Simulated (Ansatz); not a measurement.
A trace of molecular dynamics of BCl$_{2}$FH$_{2}$O (7 atoms, charge 0, multiplicity 1).

Computed with Ansatz, RKS PBE0-D4/def2-SVPD.

| Property | Result |
| --- | --- |
| ensemble | NVE (velocity Verlet) |
| starting velocities drawn for | 300 K |
| seed | 7916 |

```csv
time (fs),T (K),potential energy less start (eV),conserved less start (meV/atom)
0,300,0.000,0.00
4,208,0.060,0.03
8,158,0.092,0.03
12,207,0.060,0.01
16,275,0.016,-0.02
20,282,0.012,0.04
24,355,-0.035,0.06
28,463,-0.105,0.05
32,559,-0.167,0.07
36,681,-0.246,0.05
40,787,-0.314,0.04
44,842,-0.350,0.05
48,952,-0.421,0.03
52,1108,-0.522,0.03
56,1175,-0.565,0.01
60,1190,-0.575,0.02
64,1177,-0.567,-0.01
68,1063,-0.493,0.01
72,907,-0.392,0.02
76,907,-0.392,0.02
80,1017,-0.463,-0.01
84,1116,-0.527,0.01
88,1239,-0.607,-0.03
92,1232,-0.602,0.01
96,1275,-0.630,-0.03
100,1250,-0.614,-0.02
```

Q: Is this trajectory sound?

A: The conserved energy stayed within 0.099 meV per atom of its start (net change -0.017 meV per atom), so the integration is sound. The kinetic energy rose, since the run started high on the potential surface and went downhill. It ends in pieces (BCl2HO + FH), so much of that is their flight and rotation, not heat. A run of 0.1 ps of so small a system gives no equilibrium averages. The orbitals stay closed-shell, which can raise the energy where a bond breaks towards radicals; this wasn't checked here. The time step was 0.5 fs.

Time of the run: 7.2 min on 4 threads of Arm Neoverse V1, on a shared host, peak memory 0.38 GiB.
